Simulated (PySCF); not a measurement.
Reading a saddle point

A first-order saddle point of GaSiH$_{7}$S, singlet, PBE0-D4/def2-TZVP, with one imaginary mode of 963i cm⁻¹:

Ga1  (-0.482, -1.251, -0.025)
Si2  (1.221, 0.697, -0.383)
H3  (-0.707, -1.830, -1.450)
H4  (-0.085, -1.906, 1.329)
H5  (-0.651, 0.572, -0.025)
S6  (-2.287, 0.345, 0.335)
H7  (1.074, 1.559, -1.586)
H8  (1.563, 1.544, 0.791)
H9  (2.353, -0.247, -0.620)
H10  (-1.998, 0.516, 1.635)
(Å)

Computed with PySCF 2.14 with density fitting (its default auxiliary sets; JK sets also for MP2 and CCSD(T)) (basis: def2-TZVPP and def2-QZVPP); correlated methods freeze the cores. Filled d shells of the heavier atoms are correlated. The def2 sets are not built for correlating such inner shells, so the correlated values are less sure here. Extrapolation: Hartree–Fock as exp(−7.88 √X), correlation as X^−2.97.

(1) Which contacts change along the imaginary mode, and what lies on either side? (Judge from chemistry; the calculation decides.)

(2) Which side is lower, and how far does the saddle lie above each? (Judge from chemistry; the value comes from the calculation.)

T1 diagnostic: at most 0.014.

Results:

(1) By the calculation: The step is GaSiH₅ ([SiH3][GaH2]) + H₂S → GaH₃S ([SH][GaH2]) + SiH₄, with the molecules in contact on both sides. Shortening one way: Ga1–S6, Si2–H5; lengthening the same way: Ga1–Si2, H5–S6.
```json
{"pair": "Ga1–S6", "one side (Å)": "2.59", "saddle (Å)": "2.44", "other side (Å)": "2.21"}
{"pair": "Si2–H5", "one side (Å)": "3.50", "saddle (Å)": "1.91", "other side (Å)": "1.50"}
{"pair": "Ga1–Si2", "one side (Å)": "2.41", "saddle (Å)": "2.61", "other side (Å)": "3.32"}
{"pair": "H5–S6", "one side (Å)": "1.34", "saddle (Å)": "1.69", "other side (Å)": "3.41"}
```

(2) The calculation gives: The side with Ga1–S6, Si2–H5 short is lower by 11.81 kcal/mol; the saddle lies 34.17 kcal/mol above it and 22.36 kcal/mol above the other (CCSD(T) at an estimated basis limit (MP2 extrapolated from triple and quadruple zeta, plus CCSD(T) − MP2 in triple zeta); electronic energies).

Labels in which every atom is bracketed show which atoms are joined, not bond orders.

For scale, one of the runs: CCSD(T)/def2-TZVPP, 230 basis functions, launched by `OMP_NUM_THREADS=4 python run.py`. The run took 14 min on 4 CPU threads of an Arm Neoverse V2 (shared host), with 4 GiB of host memory at its peak.
